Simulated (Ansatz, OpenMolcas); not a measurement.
# How basis sets differ on GaH3S (SMILES [SH][GaH2])

GaH3S has 5 atoms, charge 0, and is taken as a singlet. SMILES: `[SH][GaH2]`. The coordinates come from a PBE0-D4/def2-TZVP relaxation.

Each level gives the dipole moment (D). The values are calculated.

```
                          level          kind     program  value (D)  CPU time
                    HF/ANO-S-MB  Hartree–Fock  OpenMolcas       1.85       7 s
                      HF/STO-3G  Hartree–Fock      Ansatz       0.78    0.65 s
                       HF/3-21G  Hartree–Fock      Ansatz       2.47     1.1 s
HF/6-31G* (spherical functions)  Hartree–Fock      Ansatz       1.70     2.5 s
                    HF/def2-SVP  Hartree–Fock      Ansatz       1.44     1.9 s
```

All-electron rows without a relativistic Hamiltonian named are non-relativistic. The values span 0.78 to 2.47 D. Magnitudes only: a small dipole may point the other way at some levels. Sets without polarisation functions give poor dipoles. Times are those of the runs behind each value, whatever else they computed, on shared processors of several kinds: orders of magnitude only.
